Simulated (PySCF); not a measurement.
Two-component Hartree-Fock for S+ (sulfur, charge +1)

Start: [Ne] 3s2 3p3; 3p3/2 filled at m_j = -1/2, +1/2, +3/2. Calculated with PySCF 2.14 in x2c-TZVPall-2c with one added diffuse shell each of s, p type (6s7p2d1f, 44 functions): generalised Hartree-Fock with the X2C-1e Hamiltonian and a Gaussian nucleus; one run each with spin-orbit coupling (SO) switched off, then screened by Boettger's factors. This is a chosen level, not necessarily the ground level.

| spinor shell | electrons | ε, spin-free (eV) | ε, screened SO (eV) | weight of nominal j (screened SO) | rms radius, screened SO (bohr) |
| --- | --- | --- | --- | --- | --- |
| 1s1/2 | 2 | -2523.0 | -2523.0 | 1.000 | 0.112 |
| 2s1/2 | 2 | -257.87 | -257.87 | 1.000 | 0.516 |
| 2p1/2 | 2 | -193.28 | -194.55 | 0.812 | 0.489 |
| 3s1/2 | 2 | -33.878 | -33.878 | 1.000 | 1.78 |
| 3p3/2 | 3 | -23.448 | -23.448 | 0.660 | 2.03 |

Question: Where does 2p3/2 lie, and what is the 2p spin-orbit splitting (screened SO)?

Answer: At -192.65 eV, 1.900 eV above 2p1/2.

| quantity | spin-free | screened SO |
| --- | --- | --- |
| E (hartree) | -398.24596 | -398.24666 |
| M_J | 3/2 | 3/2 |
| ⟨J²⟩ | 3.751 | 3.751 |
| ⟨L²⟩ | 0.000 | 0.001 |
| ⟨S²⟩ | 3.751 | 3.750 |

Each row is a mean over spinors that exchange with the open shell spreads, by up to 9.380 eV (3s1/2).

Rows whose weight is well below 1 are mixtures of j = l ± 1/2: exchange outweighs spin-orbit coupling there, and the label is only the starting occupation.

Without spin-orbit coupling the j labels of p, d and f shells carry no meaning; the spin-free column gives the mean over the occupied spinors of each nl shell.
